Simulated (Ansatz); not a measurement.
Ansatz (an electronic-structure program) input file for CH₇FN₂Si, SMILES CN[Si@H](N)F, PBE-D3(BJ)/def2-SVP. 

Ansatz 0.2 input:
```yaml
crystal:
  periodic: [false, false, false]
  atoms:
    - {symbol: C, position_ang: [2.18483422, 0.02806162, 0.95807569]}
    - {symbol: N, position_ang: [1.05533495, -0.51795556, 0.23289567]}
    - {symbol: Si, position_ang: [-0.49702964, 0.17753707, 0.08285469]}
    - {symbol: N, position_ang: [-1.59184546, -1.08449470, -0.29790202]}
    - {symbol: F, position_ang: [-0.70238133, 1.22730935, -1.15324431]}
    - {symbol: H, position_ang: [1.83419230, 0.80282626, 1.65801484]}
    - {symbol: H, position_ang: [2.69844512, -0.74243615, 1.56029963]}
    - {symbol: H, position_ang: [2.93991032, 0.50039837, 0.30153493]}
    - {symbol: H, position_ang: [1.29264255, -1.27002113, -0.40907319]}
    - {symbol: H, position_ang: [-0.69860924, 1.00669201, 1.30327673]}
    - {symbol: H, position_ang: [-2.45857606, -0.87807634, -0.78354702]}
    - {symbol: H, position_ang: [-1.68158971, -1.90190419, 0.29531739]}
basis:
  gaussian:
    orbitals: def2-SVP
hamiltonian:
  xc: pbe
  dispersion: d3bj
relax: {f_tol: 0.002, max_steps: 200}
```

Log of the run:

```
WARN ansatz: RAYON_NUM_THREADS=1 ignored (pool sized by the plan → 1); use --threads N
Functional definition: PBE
integrals: 0.05 GiB planned
1252 factors; their error is unknown
mean field: 0.30 GiB planned
mean field evaluation 1: about -14693.8812 eV, gradient 8.6e1 eV
mean field evaluation 2: about -14657.5377 eV, gradient 1.5e2 eV
mean field evaluation 4: about -14708.8220 eV, gradient 1.2e1 eV
mean field evaluation 8: about -14709.0842 eV, gradient 1.9e-1 eV
mean field evaluation 16: about -14709.0053 eV, gradient 3.1e-4 eV
mean field -14709.00534038 eV, -540.5459761369 hartree, gradient 1.6e-5 eV, S^2 0.000000; 0 other end points of the search recorded, 0 dependent functions left out
the calculation of the forces begins
reference -14709.00537724 eV, -540.5459774918 hartree; 25, 25 occupied and 84, 84 virtual orbitals, 1252 factors
relax step   1: F+E_penalty+E_count = -14709.23419354 eV  Δ(F+E_penalty+E_count) = +0.000e0 eV  max|allowed force component| = 3.395e-1 eV/Å  Δτ_max = 0.0000 Å  (29 SCF iters, accepted)
these checks for a lower state are left out or cut short: starts, cluster_reference, orbital_swaps, neighbouring_geometries, increment
integrals: 0.05 GiB planned
1252 factors; their error is unknown
mean field: 0.30 GiB planned
mean field -14709.01849277 eV, -540.5464594785 hartree, gradient 1.8e-5 eV, S^2 0.000000; 0 other end points of the search recorded, 0 dependent functions left out
the calculation of the forces begins
reference -14709.01852971 eV, -540.5464608359 hartree; 25, 25 occupied and 84, 84 virtual orbitals, 1252 factors
relax step   2: F+E_penalty+E_count = -14709.24671455 eV  Δ(F+E_penalty+E_count) = -1.252e-2 eV  max|allowed force component| = 1.856e-1 eV/Å  Δτ_max = 0.0117 Å  (32 SCF iters, accepted)
these checks for a lower state are left out or cut short: starts, cluster_reference, orbital_swaps, neighbouring_geometries, increment
integrals: 0.05 GiB planned
1252 factors; their error is unknown
mean field: 0.30 GiB planned
mean field evaluation 32: about -14709.0217 eV, gradient 1.8e-5 eV
mean field -14709.02167829 eV, -540.5465765441 hartree, gradient 1.8e-5 eV, S^2 0.000000; 0 other end points of the search recorded, 0 dependent functions left out
the calculation of the forces begins
reference -14709.02171523 eV, -540.5465779017 hartree; 25, 25 occupied and 84, 84 virtual orbitals, 1252 factors
relax step   3: F+E_penalty+E_count = -14709.24947534 eV  Δ(F+E_penalty+E_count) = -2.761e-3 eV  max|allowed force component| = 4.520e-2 eV/Å  Δτ_max = 0.0108 Å  (31 SCF iters, accepted)
these checks for a lower state are left out or cut short: starts, cluster_reference, orbital_swaps, neighbouring_geometries, increment
integrals: 0.05 GiB planned
1252 factors; their error is unknown
mean field: 0.30 GiB planned
mean field -14709.02159815 eV, -540.5465735993 hartree, gradient 1.8e-5 eV, S^2 0.000000; 0 other end points of the search recorded, 0 dependent functions left out
the calculation of the forces begins
reference -14709.02163505 eV, -540.5465749550 hartree; 25, 25 occupied and 84, 84 virtual orbitals, 1252 factors
relax step   4: F+E_penalty+E_count = -14709.24965427 eV  Δ(F+E_penalty+E_count) = -1.789e-4 eV  max|allowed force component| = 3.604e-2 eV/Å  Δτ_max = 0.0136 Å  (30 SCF iters, accepted)
these checks for a lower state are left out or cut short: starts, cluster_reference, orbital_swaps, neighbouring_geometries, increment
integrals: 0.05 GiB planned
1252 factors; their error is unknown
mean field: 0.30 GiB planned
mean field -14709.02202407 eV, -540.5465892513 hartree, gradient 1.8e-5 eV, S^2 0.000000; 0 other end points of the search recorded, 0 dependent functions left out
the calculation of the forces begins
reference -14709.02206097 eV, -540.5465906073 hartree; 25, 25 occupied and 84, 84 virtual orbitals, 1252 factors
relax step   5: F+E_penalty+E_count = -14709.24993378 eV  Δ(F+E_penalty+E_count) = -2.795e-4 eV  max|allowed force component| = 1.296e-2 eV/Å  Δτ_max = 0.0071 Å  (31 SCF iters, accepted)
these checks for a lower state are left out or cut short: starts, cluster_reference, orbital_swaps, neighbouring_geometries, increment
integrals: 0.05 GiB planned
1252 factors; their error is unknown
mean field: 0.30 GiB planned
mean field -14709.02207506 eV, -540.5465911251 hartree, gradient 2.6e-5 eV, S^2 0.000000; 0 other end points of the search recorded, 0 dependent functions left out
the calculation of the forces begins
reference -14709.02211196 eV, -540.5465924812 hartree; 25, 25 occupied and 84, 84 virtual orbitals, 1252 factors
relax step   6: F+E_penalty+E_count = -14709.24996998 eV  Δ(F+E_penalty+E_count) = -3.620e-5 eV  max|allowed force component| = 5.824e-3 eV/Å  Δτ_max = 0.0025 Å  (23 SCF iters, accepted)
these checks for a lower state are left out or cut short: starts, cluster_reference, orbital_swaps, neighbouring_geometries, increment
integrals: 0.05 GiB planned
1252 factors; their error is unknown
mean field: 0.30 GiB planned
mean field -14709.02209168 eV, -540.5465917361 hartree, gradient 2.6e-5 eV, S^2 0.000000; 0 other end points of the search recorded, 0 dependent functions left out
the calculation of the forces begins
reference -14709.02212859 eV, -540.5465930922 hartree; 25, 25 occupied and 84, 84 virtual orbitals, 1252 factors
relax step   7: F+E_penalty+E_count = -14709.24998322 eV  Δ(F+E_penalty+E_count) = -1.324e-5 eV  max|allowed force component| = 3.063e-3 eV/Å  Δτ_max = 0.0024 Å  (23 SCF iters, accepted)
these checks for a lower state are left out or cut short: starts, cluster_reference, orbital_swaps, neighbouring_geometries, increment
integrals: 0.05 GiB planned
1252 factors; their error is unknown
mean field: 0.30 GiB planned
mean field evaluation 64: about -14709.0221 eV, gradient 1.7e-5 eV
mean field -14709.02208905 eV, -540.5465916394 hartree, gradient 1.7e-5 eV, S^2 0.000000; 0 other end points of the search recorded, 0 dependent functions left out
the calculation of the forces begins
reference -14709.02212595 eV, -540.5465929956 hartree; 25, 25 occupied and 84, 84 virtual orbitals, 1252 factors
relax step   8: F+E_penalty+E_count = -14709.24998467 eV  Δ(F+E_penalty+E_count) = -1.448e-6 eV  max|allowed force component| = 7.457e-4 eV/Å  Δτ_max = 0.0008 Å  (21 SCF iters, accepted)
integrals: 0.05 GiB planned
1252 factors; their error is unknown
mean field: 0.30 GiB planned
mean field -14709.02208905 eV, -540.5465916394 hartree, gradient 1.7e-5 eV, S^2 0.000000; 1 other end points of the search recorded, 0 dependent functions left out
the calculation of the forces begins
reference -14709.02212595 eV, -540.5465929956 hartree; 25, 25 occupied and 84, 84 virtual orbitals, 1252 factors
Total energy: -14709.25002157 eV, -540.5549680051 hartree
Atom 0 at     2.187825     0.024793     0.961346 Å, force    -0.000227     0.000296     0.000070 eV/Å
Atom 1 at     1.059735    -0.520751     0.230035 Å, force    -0.000619    -0.000402    -0.000746 eV/Å
Atom 2 at    -0.500671     0.182750     0.075465 Å, force     0.000001    -0.000613     0.000215 eV/Å
Atom 3 at    -1.588876    -1.100470    -0.315587 Å, force     0.000114    -0.000597     0.000239 eV/Å
Atom 4 at    -0.709259     1.241702    -1.170117 Å, force    -0.000267     0.000257    -0.000026 eV/Å
Atom 5 at     1.831810     0.801677     1.668797 Å, force     0.000415    -0.000008     0.000191 eV/Å
Atom 6 at     2.706903    -0.750483     1.567981 Å, force     0.000176     0.000402    -0.000160 eV/Å
Atom 7 at     2.952258     0.506516     0.308363 Å, force     0.000208     0.000016     0.000376 eV/Å
Atom 8 at     1.294838    -1.271623    -0.424484 Å, force    -0.000261    -0.000125     0.000231 eV/Å
Atom 9 at    -0.701132     1.015906     1.308097 Å, force     0.000271     0.000136    -0.000025 eV/Å
Atom 10 at    -2.475784    -0.881603    -0.774084 Å, force     0.000356     0.000385    -0.000299 eV/Å
Atom 11 at    -1.682318    -1.900477     0.312693 Å, force    -0.000167     0.000254    -0.000065 eV/Å
Dipole moment:     0.023057    -0.411440     0.204773 e Å
```

Self-consistency was reached.

Cost: very roughly 23 core-seconds.
